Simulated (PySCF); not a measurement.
ClTl, triplet, at a GFN2-xTB geometry (such geometries of metal compounds can be far from the true shape) (a higher spin typed on purpose: for a closed-shell molecule this is an excited state) (core potentials on Tl). Base run: HF/def2-SVP run with PySCF.

PySCF was given this input:
```python
from pyscf import gto, scf, solvent

mol = gto.M(
    atom='''
Tl   -0.000000   -0.000000   -0.529533
Cl    0.000000    0.000000    2.523069
''',
    basis='def2-svp',
    ecp={'Tl': 'def2-svp'},
    charge=0,
    spin=2,
    verbose=3,
)

mf = scf.UHF(mol)
mf.kernel()
```

Variants of this job, named by their change:

```csv
change,ΔE vs base (kJ/mol),dipole (D),outcome
base,0.00,1.25,converged
model = COSMO; solvent = dichloromethane,-18.48,1.33,converged
model = IEF-PCM; solvent = dichloromethane; vdw_scale = 1.0,-26.6,1.31,converged
model = IEF-PCM; solvent = dichloromethane; vdw_scale = 1.1,-22.29,1.31,converged
model = SS(V)PE; solvent = dichloromethane,-18.33,1.33,converged
model = IEF-PCM; solvent = n-hexane,-11.15,1.28,converged
model = C-PCM; solvent = dichloromethane,-19.22,1.34,converged
model = IEF-PCM; solvent = dichloromethane; lebedev_order = 41,-,-,not converged
model = IEF-PCM; solvent = dichloromethane; vdw_scale = 1.4,-13.77,1.34,converged
model = IEF-PCM; solvent = dichloromethane; lebedev_order = 11,-,-,not converged
model = IEF-PCM; solvent = methanol,-17.87,1.35,converged
model = ddCOSMO; solvent = dichloromethane,-15.97,1.37,converged
```

The base is the gas phase, so ΔE is the electrostatic part of solvation at a fixed geometry, without cavity and dispersion terms.

Open shells are given as the SCF converged; they aren't shown to be the lowest states, and a large step between rows can be another state.
